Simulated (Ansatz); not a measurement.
# CHBCu+: which of two structures lies lower

Structure a is a triplet given by its coordinates and structure b is a triplet given by its coordinates. Both are isolated ions in the gas phase, relaxed with B3LYP-D4/def2-TZVP.

a (Å):

```csv
atom,x (Å),y (Å),z (Å)
C,0.0000,0.0000,-0.5451
B,0.0000,0.0000,0.8790
Cu,0.0000,0.0000,-2.3807
H,0.0000,0.0000,2.0468
```

Close contacts (Å): C1–B2 1.42, C1–Cu3 1.84, B2–H4 1.17.

b (Å):

```xyz
4

C     0.0000    0.0000   -0.9229
B     0.0000    0.0000    0.5145
Cu    0.0000    0.0000    2.4093
H     0.0000    0.0000   -2.0009
```

Close contacts (Å): C1–B2 1.44, B2–Cu3 1.89, C1–H4 1.08.

Problem. Estimate E(b) − E(a) at the level CCSD(T)/def2-TZVPP.

Solution. Calculated at CCSD(T)/def2-TZVPP: E(b) − E(a) = +0.087 eV, so structure a lies lower.

The same difference at several levels:

```
             level            geometry  E(b) − E(a) (eV)  departure from the last row (eV)  job, with rough time for the two
B3LYP-D4/def2-TZVP  B3LYP-D4/def2-TZVP              +0.126                            +0.040                optimisation, 26 s
     HF/def2-TZVPP  B3LYP-D4/def2-TZVP              +0.141                            +0.055           part of the CCSD(T) run
    MP2/def2-TZVPP  B3LYP-D4/def2-TZVP              +0.072                            −0.015           part of the CCSD(T) run
CCSD(T)/def2-TZVPP  B3LYP-D4/def2-TZVP              +0.087                                                  single point, 70 s
```

None of the levels shown reverses the order. The largest departure from CCSD(T)/def2-TZVPP is that of HF/def2-TZVPP, 0.055 eV. Levels run at GFN2-xTB geometries aren't shown. The triplet state of a needn't be its ground state. The triplet state of b needn't be its ground state.

With harmonic frequencies from B3LYP-D4/def2-TZVP (ideal gas, rigid rotor, one conformer each, 600 K, 1 atm): on the last row, ΔE + ΔZPE = +0.090, ΔH = +0.100, ΔG = +0.083 eV.

Open shells are spin-unrestricted. The correlated steps freeze 7 core orbitals; the last core shell of Cu is correlated, in a basis made for valence electrons. Run with Ansatz 0.2.0; the last row on 2 threads of Intel(R) Xeon(R) 6975P-C (Granite Rapids) on a shared host.
